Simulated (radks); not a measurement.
The numbers below are computed, except where a source is named.
Question: The mean radii <r> (bohr) of the occupied orbitals of an atom or ion are listed with their occupations. Code: a radial shooting solver on a logarithmic mesh with Libxc functionals. Model: non-relativistic Kohn-Sham, PBE, spin-unpolarised, spherical densities, point nucleus.

orbital  occ.     <r>
1s          2  0.4175

Name the element and its charge.

Answer: Z = 4, beryllium, charge +2: Be2+ in [He]. The 1s radius gives Z: for a bare nucleus <r> = 1.5/Z, 0.375 bohr for Z = 4, and screening makes it slightly larger (0.4175 here). The occupations add up to 2, and the charge is Z minus that.
